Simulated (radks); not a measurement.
The numbers below are computed, except where a source is named.
The hafnium ion Hf4+, 68 electrons, occupied as [Xe] 4f14.

Level of theory: Dirac Kohn-Sham, relativistic LDA (MacDonald-Vosko exchange, VWN5 correlation), spin-unpolarised, spherical densities, finite nucleus; Fermi nuclear charge, rms radius 5.347 fm (a radial shooting solver on a logarithmic mesh with Libxc functionals).

Energy parts (eV):
part                       energy
total                  -409680.99
kinetic                 456401.60
electron-nucleus      -1016833.89
Hartree                 158118.57
exchange-correlation     -7367.27

Orbitals (lengths in bohr, moments of r in powers of bohr):
| orbital | occ. | eigenvalue (eV) | <r^4> |
|---|---|---|---|
| 1s1/2 | 2 | -64774.16 | 6.736e-07 |
| 2s1/2 | 2 | -11119.75 | 0.0001017 |
| 2p1/2 | 2 | -10634.46 | 0.00006141 |
| 2p3/2 | 4 | -9457.455 | 0.00008721 |
| 3s1/2 | 2 | -2566.094 | 0.003783 |
| 3p1/2 | 2 | -2348.564 | 0.003347 |
| 3p3/2 | 4 | -2096.101 | 0.004343 |
| 3d3/2 | 4 | -1724.440 | 0.002970 |
| 3d5/2 | 6 | -1669.054 | 0.003218 |
| 4s1/2 | 2 | -548.9983 | 0.09055 |
| 4p1/2 | 2 | -459.5138 | 0.09969 |
| 4p3/2 | 4 | -401.5175 | 0.1302 |
| 4d3/2 | 4 | -253.5031 | 0.1725 |
| 4d5/2 | 6 | -242.8300 | 0.1880 |
| 5s1/2 | 2 | -107.6412 | 2.984 |
| 5p1/2 | 2 | -81.7292 | 4.564 |
| 5p3/2 | 4 | -73.5464 | 6.095 |
| 4f5/2 | 6 | -59.3906 | 0.7849 |
| 4f7/2 | 8 | -57.6318 | 0.8492 |

The highest occupied level is 4f7/2 at -57.632 eV. Summed over all electrons, <r^2> = 28.81 bohr^2, which gives a Langevin (diamagnetic) susceptibility term of -22.8 x 10^-6 cm^3/mol. For comparison, the ionisation energy in NIST's Atomic Spectra Database is 68.37 eV (semi-empirical). In exact Kohn-Sham theory the highest level is minus the ionisation energy, but local and semilocal functionals leave it too shallow, through self-interaction and a potential that decays too fast; potentials with the right tail come closer.
